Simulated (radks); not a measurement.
The numbers below are computed, except where a source is named.
Charge is removed step by step from the 3p3/2 level of Gd3+, starting from [Ne] 3s2 3p(1/2: 2, 3/2: 4) 3d10 4s2 4p6 4d10 4f7 5s2 5p6. Level of theory: Dirac Kohn-Sham, PBE, spin-unpolarised, spherical densities, finite nucleus; open shells fill j = l - 1/2 first; Fermi nuclear charge, rms radius 5.1569 fm (a radial shooting solver on a logarithmic mesh with Libxc functionals).

| removed (e) | E - E(0) (eV) | eigenvalue (eV) | E minus straight line (eV) |
|---|---|---|---|
| 0 | 0.000 | -1532.2 | 0.000 |
| 0.1 | 153.47 | -1537.2 | -2.290 |
| 0.2 | 307.44 | -1542.2 | -4.080 |
| 0.3 | 461.91 | -1547.3 | -5.366 |
| 0.4 | 616.89 | -1552.3 | -6.145 |
| 0.5 | 772.38 | -1557.5 | -6.414 |
| 0.6 | 928.38 | -1562.6 | -6.170 |
| 0.7 | 1084.9 | -1567.8 | -5.410 |
| 0.8 | 1241.9 | -1573.0 | -4.130 |
| 0.9 | 1399.5 | -1578.2 | -2.327 |
| 1 | 1557.6 | -1583.5 | 0.000 |

Removing the whole electron costs 1557.6 eV by Delta-SCF, against 1532.2 eV from minus the eigenvalue at the starting occupation. Slater's transition state (half an electron removed) gives 1557.5 eV. Integrating minus the eigenvalue over the occupation (Janak's theorem) gives 1557.6 eV. The mean slope of the eigenvalue, de/dn, is 51.3 eV per electron.
